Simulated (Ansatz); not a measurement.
This Ansatz (a program for electronic structure) input (CCSD(T)/aug-pcseg-1) gives -99.49536 Eh with 23 basis functions. A basis named .json is the Basis Set Exchange file of that set (core-valence sets with the plain set on hydrogen).

Ansatz 0.2 input:
```yaml
crystal:
  periodic: [false, false, false]
  atoms:
    - {symbol: F, position_ang: [0.00000000, 0.00000000, 0.00000000]}
basis:
  gaussian:
    orbitals: aug-pcseg-1.json
magnetization: {spin_polarized: true, initial_magnetization: 1}
correlation: {method: ccsd_t, electrons: outside_noble_gas}
scf: {lower_state_search: full}
```

Change:
```diff
- orbitals: aug-pcseg-1.json
+ orbitals: jun-cc-pV_T+d_Z.json
```

Question: What does the run give now?

Answer: -99.62449 Eh (CCSD(T)/jun-cc-pV(T+d)Z, 39 functions), a change of -129.13 mEh.
